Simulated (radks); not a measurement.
Question: The mean radii <r> (bohr) of the occupied orbitals of an atom or ion are listed with their occupations. Method: Dirac Kohn-Sham, PBE, spin-unpolarised, spherical densities, point nucleus; computed with a radial shooting solver on a logarithmic mesh with Libxc functionals.

orbital      occ.      <r>
1s1/2           2  0.02105
2s1/2           2  0.08583
2p1/2    0.666667  0.07102
2p3/2     1.33333  0.07748

Name the element and its charge. Open shells, if any, are shared by 2j + 1.

Answer: Z = 66, dysprosium, charge +60: Dy60+ in [He] 2s2 2p2. The 1s radius gives Z: for a bare nucleus <r> = (2 gamma + 1)/(2Z) with gamma = sqrt(1 - (Z/c)^2), 0.02085 bohr for Z = 66, and screening makes it slightly larger (0.02105 here). The occupations add up to 6, and the charge is Z minus that.
